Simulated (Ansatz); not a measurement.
Total energies of C$_{2}$H$_{9}$NSi$_{2}$, SMILES `C=C[SiH2]N[SiH3]`.

```xyz
14

C    -2.595   -0.850   -1.090
C    -1.546   -0.967   -0.279
Si   -0.545    0.500    0.265
N     1.110    0.359   -0.207
Si    2.538    0.469    0.754
H    -2.913    0.119   -1.469
H    -3.185   -1.705   -1.410
H    -1.271   -1.962    0.068
H    -0.533    0.634    1.745
H    -1.206    1.694   -0.338
H     1.262    0.207   -1.195
H     2.115    0.621    2.168
H     3.381   -0.751    0.617
H     3.387    1.631    0.372
```

Charge 0, multiplicity 1. The structure was optimised at the PBE0-D4/def2-TZVP level. It is one conformer, not always the lowest. Basis def2-TZVPP, Ansatz 0.2.0.

RPA on PBE orbitals: Hartree–Fock energy of these orbitals -713.33911 Eh, correlation -1.37732 Eh (frozen core).

| functional | energy without D4 (Eh) | D4 term (kJ/mol) |
| --- | --- | --- |
| B3LYP | -715.51278 | -49.3 |
| ωB97X-V | -715.32830 | – |

Q: Give the same for LDA (SPW92), PBE, revPBE, BLYP, r2SCAN, B97M-V, PBE0, r2SCANh, r2SCAN0, HSE06 (plane-wave form), BHLYP, CAM-B3LYP, LC-ωPBE, ωB97M-V, B2PLYP, PBE-QIDH. (An estimate is asked.)

A: Computed: 
```
             functional  energy without D4 (Eh)  D4 term (kJ/mol)
            LDA (SPW92)              -711.89712                 –
                    PBE              -714.96498             -30.7
                 revPBE              -715.28715             -91.1
                   BLYP              -715.38336             -66.8
                 r2SCAN              -715.32142              -7.8
                 B97M-V              -715.30477                 –
                   PBE0              -715.04421             -26.1
                r2SCANh              -715.31294              -8.3
                r2SCAN0              -715.30136              -9.2
HSE06 (plane-wave form)              -715.02279             -24.4
                  BHLYP              -715.38128             -38.1
              CAM-B3LYP              -715.40110             -26.5
                LC-ωPBE              -715.18823                 –
                ωB97M-V              -715.34373                 –
                 B2PLYP              -715.09824                 –
               PBE-QIDH              -714.85908                 –
```

B3LYP takes the VWN-RPA correlation (the form of Gaussian; ORCA's B3LYP/G). HSE06 is the plane-wave form, built on full-range PBE exchange. The double hybrids freeze the cores in their second-order part.

LC-ωPBE has ω = 0.4 bohr⁻¹.
